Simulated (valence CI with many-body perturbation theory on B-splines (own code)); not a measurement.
## Nd LIV: key properties

Calculated by configuration interaction combined with many-body perturbation theory (CI+MBPT): five valence electrons over a frozen Dirac-Fock core [He], a basis of 11 s, 11 p, 10 d, 8 f, 5 g, 2 h functions for each j, with the one-electron correlation potential Σ1, the two-electron term Σ2, the three-electron term Σ3, Breit, model QED; selected CI, second order for the rest, scaled by the run's own slope (own B-spline code, finite nucleus).

No measured spectrum was set against this ion. As an estimate, large intervals hold to a few tenths of a per cent, small ones and those within an open d or f shell to about a per cent. Among the levels kept, up to 7300 cm⁻¹ of a level comes from second order outside the variational space, and about a tenth of that is noise between levels of different J, which matters for small intervals.

Levels are named by their leading jj configuration (3d3/2^4 stands for four electrons in 3d with j = 3/2), which in mixed levels can hold well under half, so a name can repeat and another be missing.

Rates and lifetimes use the calculated energies. Strong lines usually hold to 10 to 20 %, long lifetimes can be off by a factor of two.

(1) What is the ground level?

(2) Where does the other parity begin?

(3) Name the longest-lived excited levels whose lifetime is computed, and their main decay.

(4) What is the ionisation energy?

(5) How well does LS coupling describe the low levels?

## Answers

(1) (2s^2 2p1/2^2 2p3/2) J=3/2, composition 47 % 2s2.2p3 2P° + 27 % 2s2.2p3 2D° + 26 % 2s2.2p3 4S°, g = 1.341.

(2) At (2s 2p1/2^2 2p3/2^2) J=5/2, 6272.8 × 10³ cm⁻¹.

(3) (2s^2 2p1/2 2p3/2^2) J=5/2 at 4406.2 × 10³ cm⁻¹ lives 4.11 ns, mostly by M1 to (2s^2 2p1/2^2 2p3/2) J=3/2; (2s^2 2p1/2 2p3/2^2) J=1/2 at 4705.1 × 10³ cm⁻¹ lives 1.15 ns, mostly by M1 to (2s^2 2p1/2^2 2p3/2) J=3/2; (2s^2 2p1/2 2p3/2^2) J=3/2 at 4233.2 × 10³ cm⁻¹ lives 703 ps, mostly by M1 to (2s^2 2p1/2^2 2p3/2) J=3/2.

(4) 10556 eV; NIST lists 10555 ± 5 eV (theoretical).

(5) Among the lowest 20 levels the leading LS term, summed over configurations, holds 62 % on average. For single configurations the figures are 62 % in LS and 99 % in jj coupling. Terms mix most in the J = 3/2 level at 48082 × 10³ cm⁻¹, where the leading one holds 33 %.
